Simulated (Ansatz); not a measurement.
F$_{4}$Te, triplet, geometry from GFN2-xTB (a higher spin typed on purpose: for a closed-shell molecule this is an excited state) (core potentials on Te). Base run: Ansatz (a quantum-chemistry and plane-wave program) with PBE0/def2-SV(P).

The Ansatz input:
Ansatz 0.2 input:
```yaml
crystal:
  periodic: [false, false, false]
  atoms:
    - {symbol: Te, position_ang: [-0.01212984, 0.00717280, 0.04829380]}
    - {symbol: F, position_ang: [-0.14724257, 1.81387706, 1.04877868]}
    - {symbol: F, position_ang: [0.21441232, -1.52023906, -1.22691457]}
    - {symbol: F, position_ang: [-0.48009114, -1.44291290, 1.44888990]}
    - {symbol: F, position_ang: [0.48300493, 1.10783207, -1.54978487]}
basis:
  gaussian:
    orbitals: def2-SV_P_.json
hamiltonian:
  xc: pbe0
magnetization: {spin_polarized: true, initial_magnetization: 2}
```
The basis file holds def2-SV(P) in the JSON format of the Basis Set Exchange.

The base run was repeated with changes; each row names its change, and settings that it needs were set with it.

| change | basis functions | E (Eh) | core-seconds (rough) |
|---|---|---|---|
| base | 82 | -666.58777 | 6 |
| basis = STO-3G | 47 | -6941.93728 | 4 |
| basis = 3-21G | 69 | -6982.12926 | 6 |
| basis = def2-SVP | 82 | -666.58777 | 4 |
| basis = def2-SVPD | 127 | -666.64388 | 10 |
| basis = def2-TZVP | 174 | -667.12373 | 10 |
| basis = def2-TZVPP | 174 | -667.12373 | 10 |
| basis = def2-TZVPD | 219 | -667.12923 | 20 |
| basis = def2-QZVP | 310 | -667.15397 | 30 |
| basis = def2-QZVPP | 310 | -667.15397 | 20 |

Totals compare only among sets that treat the same electrons; sets with core potentials leave the core out.
